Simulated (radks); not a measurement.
Results of a calculation; reference values are marked as such.
Q: Ionisation ladder of dysprosium, from Dy XXIII to Dy XLIV. Each ion is in the ground configuration listed by NIST, and IE = E(next ion) - E(this ion). Code: a radial shooting solver on a logarithmic mesh with Libxc functionals. Model: scalar-relativistic Kohn-Sham, LDA (Slater exchange, VWN5 correlation), spin-polarised, spherical densities, finite nucleus; open shells are filled with parallel spins first (spin-orbit coupling, left out, can overturn this in heavy ions); Fermi nuclear charge, rms radius 5.2218 fm.

| species | configuration | IE, Delta-SCF (eV) | -e(HOMO) (eV) | HOMO |
|---|---|---|---|---|
| Dy XXIII | [Kr] 4d8 | 747.48 | 727.63 | 4d down |
| Dy XXIV | [Kr] 4d7 | 788.13 | 768.06 | 4d down |
| Dy XXV | [Kr] 4d6 | ? | 808.96 | 4d down |
| Dy XXVI | [Kr] 4d5 | 881.07 | 860.10 | 4d up |
| Dy XXVII | [Kr] 4d4 | 924.09 | 902.87 | 4d up |
| Dy XXVIII | [Kr] 4d3 | ? | 946.16 | 4d up |
| Dy XXIX | [Kr] 4d2 | 1011.6 | 989.92 | 4d up |
| Dy XXX | [Kr] 4d1 | 1056.0 | 1034.1 | 4d up |
| Dy XXXI | [Kr] | 1248.6 | 1226.8 | 4p |
| Dy XXXII | [Ar] 3d10 4s2 4p5 | ? | 1271.6 | 4p down |
| Dy XXXIII | [Ar] 3d10 4s2 4p4 | 1337.9 | 1316.4 | 4p down |
| Dy XXXIV | [Ar] 3d10 4s2 4p3 | 1394.2 | 1371.6 | 4p up |
| Dy XXXV | [Ar] 3d10 4s2 4p2 | 1440.4 | 1417.9 | 4p up |
| Dy XXXVI | [Ar] 3d10 4s2 4p1 | 1486.2 | 1464.1 | 4p up |
| Dy XXXVII | [Ar] 3d10 4s2 | 1647.5 | 1625.8 | 4s |
| Dy XXXVIII | [Ar] 3d10 4s1 | 1698.8 | 1677.2 | 4s up |
| Dy XXXIX | [Ar] 3d10 | 2897.9 | 2845.6 | 3d |
| Dy XL | [Ar] 3d9 | ? | 2952.9 | 3d down |
| Dy XLI | [Ar] 3d8 | 3114.7 | 3061.3 | 3d down |
| Dy XLII | [Ar] 3d7 | 3224.6 | 3170.8 | 3d down |
| Dy XLIII | [Ar] 3d6 | 3335.4 | 3281.3 | 3d down |
| Dy XLIV | [Ar] 3d5 | 3478.2 | 3421.9 | 3d up |

Estimate the withheld Delta-SCF values.

A: Dy XXV: 829.22 eV (NIST 827); Dy XXVIII: 967.61 eV (NIST 969); Dy XXXII: 1293.4 eV (NIST 1275); Dy XL: 3005.7 eV (NIST 2987).
